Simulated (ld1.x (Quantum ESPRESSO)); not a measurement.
Pseudopotential generation for thallium: ultrasoft, LDA (PZ), scalar-relativistic.

| Property | Result |
| --- | --- |
| Element | Tl |
| Generator | ld1.x (Quantum ESPRESSO) 7.5 |
| Type | ultrasoft |
| Functional | LDA (PZ) |
| Relativity | scalar-relativistic |
| Frozen core | [Xe] 4f14 |
| Valence charge | 13 |
| Reference configuration | 5d10 6s2 6p1 |
| Partial waves | 6s (bound): rcut 1.70, rcutus 1.95 bohr; 6s channel at 0.6 Ry: rcut 1.70, rcutus 1.95 bohr; 6p (bound): rcut 2.25, rcutus 2.50 bohr; 6p channel at 4.4 Ry: rcut 2.25, rcutus 2.50 bohr; 5d (bound): rcut 1.50, rcutus 1.60 bohr; 5d channel at 3.25 Ry: rcut 1.50, rcutus 1.60 bohr |
| Local potential | all-electron potential smoothed inside 2.00 bohr (lloc = -2) |
| Core correction | none |
| Augmentation charge | PSQ, inside the norm-conserving radii |

Q: Estimate the cutoffs (Ry, on a coarse ladder) from which the occupation-weighted sum of valence levels, in a spherical-Bessel basis at the reference potential, stays within 10 and 1 mRy of its value at 400 Ry.

A: 45 Ry and 80 Ry.

Q: Does the potential have ghost states?

A: No extra level below or beside the all-electron valence levels (s, p, d, f tested).

Q: Is the overlap operator S = 1 + Σ q|β⟩⟨β| positive definite (Bessel basis up to 400 Ry)?

A: Yes: its lowest eigenvalue is 0.29 (d channel).

Q: Which valence shell sets the plane-wave cutoff?

A: 5d: its level needs 45 Ry to come within 1 mRy, against 12 Ry for 6s.

Q: Tests: 5d10 6s2 6p0; 5d10 6s1 6p0; 5d10 6s0 6p0; 5d10 6s1 6p2; 5d10 6s2 6p1.3; 5d9 6s2 6p1; 5d10 6s2 6p0.5. Which has the largest error in its energy relative to the reference configuration, and how large is it?

A: 5d9 6s2 6p1, with -15 meV (all-electron minus pseudo) on +21.40 eV.
